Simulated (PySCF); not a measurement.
Compound: C₆H₁₀BP.
SMILES with atom numbers: `[BH3-:1][PH2+:2][c:3]1[cH:4][cH:5][cH:6][cH:7][cH:8]1` (hydrogens: H9, H10, H11 on B1; H12, H13 on P2; H14 on C4; H15 on C5; H16 on C6; H17 on C7; H18 on C8)

Cartesian coordinates in Å at the PBE0-D3(BJ)/def2-SVP level; atoms count from 1:
```xyz
18
C6H10BP angstrom
B      2.9252    0.6276    0.2721
P      1.6851   -0.7707   -0.1540
C     -0.0847   -0.3744   -0.0761
C     -0.7867   -0.5215    1.1253
C     -2.1241   -0.1398    1.2024
C     -2.7656    0.3953    0.0864
C     -2.0665    0.5516   -1.1096
C     -0.7290    0.1717   -1.1918
H      2.6381    0.9254    1.4221
H      4.0243    0.1116    0.1370
H      2.6662    1.4966   -0.5477
H      1.8093   -1.3424   -1.4452
H      1.7666   -1.9437    0.6377
H     -0.2898   -0.9344    2.0073
H     -2.6679   -0.2605    2.1421
H     -3.8147    0.6934    0.1495
H     -2.5648    0.9731   -1.9856
H     -0.1861    0.3030   -2.1316
```

Method used: PySCF 2.14.0, density-fitted response routines, TDDFT PBE0/def2-SVPD, vertical, gas phase, core orbitals frozen in the response.

Each state is given a Gaussian of 0.5 eV full width at half maximum, with ε(max) = 2.175×10⁸ f / Δν̃ (Δν̃ the width in cm⁻¹). The cross-section is σ = 3.8235×10⁻²¹ ε cm², given in Mb (10⁻¹⁸ cm²). The width is an assumption, not a result. The curve ends short of the highest state used, and states not computed would add to its high-energy end.

```json
{"λ (nm)": "210.3", "σ (Mb)": "33.56"}
{"λ (nm)": "212.5", "σ (Mb)": "36.75"}
{"λ (nm)": "214.6", "σ (Mb)": "37.98"}
{"λ (nm)": "216.8", "σ (Mb)": "36.82"}
{"λ (nm)": "218.9", "σ (Mb)": "33.53"}
{"λ (nm)": "221.1", "σ (Mb)": "28.48"}
{"λ (nm)": "223.2", "σ (Mb)": "22.98"}
{"λ (nm)": "225.4", "σ (Mb)": "17.31"}
{"λ (nm)": "227.5", "σ (Mb)": "12.55"}
{"λ (nm)": "229.7", "σ (Mb)": "8.54"}
{"λ (nm)": "231.8", "σ (Mb)": "5.67"}
{"λ (nm)": "234.0", "σ (Mb)": "3.56"}
{"λ (nm)": "236.2", "σ (Mb)": "2.18"}
{"λ (nm)": "238.3", "σ (Mb)": "1.34"}
{"λ (nm)": "240.5", "σ (Mb)": "0.80"}
{"λ (nm)": "242.6", "σ (Mb)": "0.49"}
{"λ (nm)": "244.8", "σ (Mb)": "0.30"}
{"λ (nm)": "246.9", "σ (Mb)": "0.19"}
{"λ (nm)": "249.1", "σ (Mb)": "0.12"}
{"λ (nm)": "251.2", "σ (Mb)": "0.08"}
{"λ (nm)": "253.4", "σ (Mb)": "0.05"}
{"λ (nm)": "255.5", "σ (Mb)": "0.03"}
{"λ (nm)": "257.7", "σ (Mb)": "0.02"}
{"λ (nm)": "259.9", "σ (Mb)": "0.01"}
{"λ (nm)": "262.0", "σ (Mb)": "0.01"}
{"λ (nm)": "264.2", "σ (Mb)": "0.00"}
{"λ (nm)": "266.3", "σ (Mb)": "0.00"}
{"λ (nm)": "268.5", "σ (Mb)": "0.00"}
{"λ (nm)": "270.6", "σ (Mb)": "0.00"}
{"λ (nm)": "272.8", "σ (Mb)": "0.00"}
```

Task: Locate the maxima and give the states behind the curve.

Result: 215 nm (5.77 eV), ε about 9900, made up of S2 (98%) (ε in L mol⁻¹ cm⁻¹; maxima over ε = 5, shares over 10%). The states used: S1 5.30 eV (f 0.0012); S2 5.77 eV (f 0.181); S3 6.18 eV (f 0.0025); S4 6.23 eV (f 0.0083); S5 6.46 eV (f 0.095); S6 6.50 eV (f 0.311).

Task: On this curve, what absorbance would a 10⁻⁴ mol/L sample give at 254 nm over a 1 cm path?

Result: 254 nm is 4.881 eV, where ε is about 11 L mol⁻¹ cm⁻¹, so A = ε c l ≈ 0.0011 (Beer–Lambert, with the gas-phase spectrum and the assumed width).

Task: What would ε be at 5.77 eV, the highest of these maxima, with half the width (0.25 eV)?

Result: About 19600 L mol⁻¹ cm⁻¹ against 9930, a factor of about 1.97; a lone state at its own centre would give exactly 2.

Task: Coming from long wavelengths, where does ε first pass 100 L mol⁻¹ cm⁻¹?

Result: At about 244 nm (5.09 eV), 0.21 eV below S1.

One conformer stands for the species.
